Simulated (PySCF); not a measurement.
Selenium: a sound run and one with changed settings

Sound run: Se [Ar] 3d10 4s2 4p4, Se+ [Ar] 3d10 4s2 4p3. Computed with PySCF 2.14 in cc-pVDZ-DK (5s4p2d, 27 functions), with scalar relativity by spin-free X2C-1e. In the sound run the correlated levels freeze [Ar] 3d10. The sound run starts from symmetry-adapted Hartree-Fock orbitals and uses a fine grid where one is needed.

A second run was set up differently.

```csv
species,method,sound run (hartree),changed run (hartree),converged
Se,UHF,-2427.95937,-2427.95937,yes
Se,M06-2X,-2429.82087,-2429.82087,yes
Se,r2SCAN,-2429.68696,-2429.68696,yes
Se,MP2,-2428.03040,-2428.00821,yes
Se,CCSD(T),-2428.04662,-2428.04662,yes
Se+,UHF,-2427.64684,-2427.64684,yes
Se+,M06-2X,-2429.46962,-2429.46962,yes
Se+,r2SCAN,-2429.33245,-2429.33245,yes
Se+,MP2,-2427.70305,-2427.68518,yes
Se+,CCSD(T),-2427.71835,-2427.71835,yes
```

Ionisation energy of Se:

```
 method  sound run (eV)  changed run (eV)
    UHF           8.504             8.504
 M06-2X           9.558             9.558
 r2SCAN           9.647             9.647
    MP2           8.907             8.790
SCS-MP2           8.927             8.806
   CCSD           8.927             8.927
CCSD(T)           8.933             8.933
```

Task: What was changed?
A. basis contracted for another Hamiltonian
B. all electrons correlated in a valence basis
C. level shift left on
D. angular grid far too coarse

Result: C. It used initial guess 1e, at most 50 SCF cycles, level shift 0.5 hartree. A level shift leaves the converged SCF energy unchanged but raises the virtual orbital energies, which shrinks MP2 if it is not removed.
